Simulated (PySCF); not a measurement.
Species: C3H6BF.
SMILES with atom numbers: `[CH2:1]=[CH:2][B:3]([CH3:4])[F:5]` (hydrogens: H6, H7 on C1; H8 on C2; H9, H10, H11 on C4)

Theory: PySCF, PBE0-D3(BJ)/def2-SVP geometry optimisation, gas phase.

(1) What internal coordinates does the optimisation give?

Answers

(1) 
```csv
bond,length (pm)
C1=C2,134.1
C2–B3,156.0
B3–C4,156.6
B3–F5,133.8
C1–H6,109.6
C1–H7,109.5
C2–H8,109.7
"C4–H9, C4–H10, C4–H11",110.2
```

Bonds in one row agree within 1 pm and their mean is given. A selection of angles:
```csv
angle,degrees
C2–C1–H6,120.8
C2–C1–H7,122.7
H6–C1–H7,116.5
C1–C2–B3,121.9
C1–C2–H8,118.3
B3–C2–H8,119.7
C2–B3–C4,123.8
C2–B3–F5,117.2
C4–B3–F5,119.1
B3–C4–H9,109.6
B3–C4–H10,113.6
H9–C4–H10,108.7
H9–C4–H11,105.5
```

Torsions: C1–C2–B3–C4 179° (antiperiplanar). The mirror-image conformer, all signs reversed, is as good.

B3 (three-coordinate boron) is planar (angles 123.8°, 119.1° and 117.2°, sum 360.0°, 0.00 Å off the plane of its three neighbours). Of the pairs four or more bonds apart, F5···H6 is among the closest relative to their van der Waals radii: 2.55 Å, 96 % of the sum of Bondi's values. The 5 heavy atoms lie in one plane (0.008 Å rms).

Point group: near Cs, missed by 0.08 Å at most; the miss may be what the optimiser left on a soft mode. PBE0-D3(BJ)/def2-SVP frequencies: not computed here. One conformer, not necessarily the lowest.
